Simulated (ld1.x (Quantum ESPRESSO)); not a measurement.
Varying the TM potential for niobium

Base potential:

```json
{
  "Element": "niobium (Nb)",
  "Generator": "ld1.x (Quantum ESPRESSO) 7.5",
  "Type": "norm-conserving Troullier–Martins (Kleinman–Bylander form)",
  "Functional": "revPBE",
  "Relativity": "scalar-relativistic",
  "Frozen core": "[Ar] 3d10",
  "Valence charge": "13",
  "Reference configuration": "4s2 4p6 4d5 5s0 5p0",
  "Partial waves": "4s (bound): rc 1.75 bohr; 4d (bound): rc 2.05 bohr; 4p (bound): rc 1.70 bohr",
  "Local potential": "the p channel",
  "Core correction": "Bessel-smoothed model core inside 1.15 bohr"
}
```

Cutoffs, loose and tight: the cutoffs (Ry, on a coarse ladder) from which the occupation-weighted sum of valence levels, in a spherical-Bessel basis at the reference potential, stays within 10 and 1 mRy of its value at 400 Ry. They do not see the model core or the augmentation charge, which bear on the density cutoff. Test errors are all-electron minus pseudo excitation energies from the reference, over the configurations 4s2 4p6 4d4 5s1 5p0; 4s2 4p6 4d4 5s0 5p0; 4s2 4p6 4d3 5s0 5p0; 4s2 4p6 4d1 5s0 5p0; 4s2 4p6 4d3 5s1 5p1; 4s2 4p5 4d4 5s1 5p0; 4s1 4p6 4d4 5s1 5p0. A dash means not determined; rows that change the core or the reference have their own tests.

| change | outcome | cutoff, loose | cutoff, tight | bound ghosts | largest test error (meV) |
| --- | --- | --- | --- | --- | --- |
| base | generated | 45 Ry | 70 Ry | none | +518 |
| wave 4p (bound): rc 1.70 bohr becomes 4p (bound): rc 1.78 bohr | generated | 45 Ry | 60 Ry | none | +538 |
| all radii but the core radius scaled by about 1.25 (s 2.18, p 2.12, d 2.56 bohr) | generated | 30 Ry | 45 Ry | none | +1468 |
| core correction Bessel-smoothed model core inside 1.10 bohr | generated | 45 Ry | 70 Ry | none | +519 |
| wave 4d (bound): rc 2.05 bohr becomes 4d (bound): rc 2.16 bohr | generated | 45 Ry | 70 Ry | none | +514 |
| reference 4s2 4p6 4d3 5s0 5p0 | generated | 45 Ry | 70 Ry | none | +490 |
| local potential the s channel | generated | 45 Ry | 70 Ry | none | +1298 |

Problem. What comes out with this change to the base: wave 4p (bound): rc 1.70 bohr becomes 4p (bound): rc 1.54 bohr?

Solution. outcome: generated; cutoff, loose: 50 Ry; cutoff, tight: 90 Ry; bound ghosts: none; largest test error (meV): +484.

Problem. What comes out with this change to the base: wave 4s (bound): rc 1.75 bohr becomes 4s (bound): rc 2.46 bohr?

Solution. outcome: generated; cutoff, loose: 40 Ry; cutoff, tight: 55 Ry; bound ghosts: none; largest test error (meV): +1927.
